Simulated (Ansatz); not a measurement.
A nudged elastic band was laid between two geometries of CH2BrClO2Si (8 atoms, charge 0, multiplicity 1).

All numbers below come from RKS BLYP/def2-SVP in Ansatz.

```yaml
movable_images: 8
climbing_image: no
spring: 5.0 eV/Å²
optimiser: quadratic models (default)
start_path: IDPP
force_threshold: 0.03 eV/Å
iteration_limit: 60
end_points: relaxed
```

Initial state:

```xyz
8
Properties=species:S:1:pos:R:3
O 0.426 -1.525 1.163
C 0.563 -0.578 0.408
O 1.765 -0.032 0.081
Si -0.968 0.306 -0.394
Cl -0.619 0.763 -2.398
Br -1.391 2.165 0.805
H 2.453 -0.545 0.572
H -2.136 -0.610 -0.293
```

Final state:

```xyz
8
Properties=species:S:1:pos:R:3
O 1.886 -0.328 -0.390
C 0.802 -0.383 0.154
O 0.584 -0.987 1.361
Si -0.850 0.401 -0.517
Cl -0.686 0.535 -2.584
Br -1.048 2.440 0.417
H 1.457 -1.332 1.672
H -2.055 -0.404 -0.169
```

Q: What changes between the two ends?

A: No bond is made or broken. The dihedral O1–C2–Si4–Br6 goes from 99 to -94°.

Q: Give the energies along the band, and the barrier.

A: The run converged. The highest image is number 6 of 0 to 9, 0.039 eV above the first end and 0.013 eV above the last; the last end lies 0.025 eV above the first. No image climbed, so the highest image needn't sit at the top of the path.

| image | path coordinate (Å) | energy (eV) | dihedral O1–C2–Si4–Br6 (°) |
| --- | --- | --- | --- |
| 0 | 0.00 | 0.000 | 99 |
| 1 | 0.50 | 0.002 | 119 |
| 2 | 0.99 | 0.005 | 139 |
| 3 | 1.49 | 0.010 | 157 |
| 4 | 1.98 | 0.021 | 174 |
| 5 | 2.48 | 0.033 | -169 |
| 6 | 2.97 | 0.039 | -152 |
| 7 | 3.47 | 0.036 | -133 |
| 8 | 3.96 | 0.029 | -113 |
| 9 | 4.46 | 0.025 | -94 |

Q: What is the geometry of the highest image?

A: 
```xyz
8
Properties=species:S:1:pos:R:3:forces:R:3
O 1.130 -1.603 -0.139 0.00 0.00 0.00
C 0.647 -0.570 0.285 -0.01 0.01 0.00
O 1.028 0.027 1.448 0.00 -0.01 -0.01
Si -0.839 0.343 -0.589 0.00 0.00 0.00
Cl -0.692 -0.064 -2.622 0.00 0.00 0.00
Br -0.798 2.558 -0.200 0.00 0.00 0.00
H 1.742 -0.536 1.837 0.00 0.00 0.00
H -2.126 -0.212 -0.076 0.00 0.00 0.00
```

The band took 6 iterations and of the order of 4 core-minutes.

Time of the run: 2.2 min on 2 threads of Arm Neoverse V1 (shared host), peak memory 0.17 GiB.
